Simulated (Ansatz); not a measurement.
Species: C4H9Cl3Si (charge 0, singlet). SMILES: C(C)CC[Si](Cl)(Cl)Cl
Structure (B3LYP-D3(BJ)/def2-TZVP (Ansatz, an electronic-structure program) minimum search):
```
C
H 1 1.0937
H 1 1.0937 2 106.24
C 1 1.5279 2 109.27 3 -117.77
H 4 1.0946 1 109.10 2 -64.25
H 4 1.0946 5 106.22 1 117.48
C 4 1.5255 5 109.74 6 118.56
H 7 1.0912 4 111.37 5 -58.18
H 7 1.0925 8 107.77 4 122.07
H 7 1.0925 8 107.77 9 115.86
C 1 1.5328 2 109.59 3 118.32
H 11 1.0947 1 110.66 2 62.99
H 11 1.0947 12 106.49 1 -120.33
Si 11 1.8516 12 106.97 13 -114.12
Cl 14 2.0511 11 110.51 12 56.90
Cl 14 2.0525 11 110.76 12 176.93
Cl 14 2.0525 11 110.76 12 -63.14
```
Charge 0, spin multiplicity 1.

Wanted: atomisation energy (electronic, to ground-state atoms); the coupled-cluster value holds the core correlation from cc-pwCVTZ, in eV. Valence correlation only, unless marked. Open shells are spin-unrestricted. No spin-orbit coupling. No relativistic terms. CBS marks a two-point X^-3 extrapolation of the correlation energy; Hartree-Fock from the larger set. The bracket is a focal-point correction in the basis named.

Level to compare with: RI-MP2/CBS(aug-cc-pV(T+d)Z,aug-cc-pV(Q+d)Z)+[CCSD(T)-MP2]/aug-cc-pV(T+d)Z plus the core term (Ansatz), 68.03 eV. It is a level with limits of its own, and the differences hold the functionals' basis error too.

### Question
Rank these functionals by how close they come to RI-MP2/CBS(aug-cc-pV(T+d)Z,aug-cc-pV(Q+d)Z)+[CCSD(T)-MP2]/aug-cc-pV(T+d)Z, closest first: HSE06/def2-TZVPD (Ansatz); LC-wPBE/def2-TZVPD (Ansatz); r2SCAN0/def2-TZVPD (Ansatz); revPBE/def2-TZVPD (Ansatz).

### Answer
HSE06/def2-TZVPD (screened hybrid, 67.78 eV, difference -0.25), LC-wPBE/def2-TZVPD (range-separated hybrid, 67.37 eV, difference -0.66), r2SCAN0/def2-TZVPD (hybrid meta-GGA, 67.22 eV, difference -0.81), revPBE/def2-TZVPD (GGA, 65.87 eV, difference -2.16)
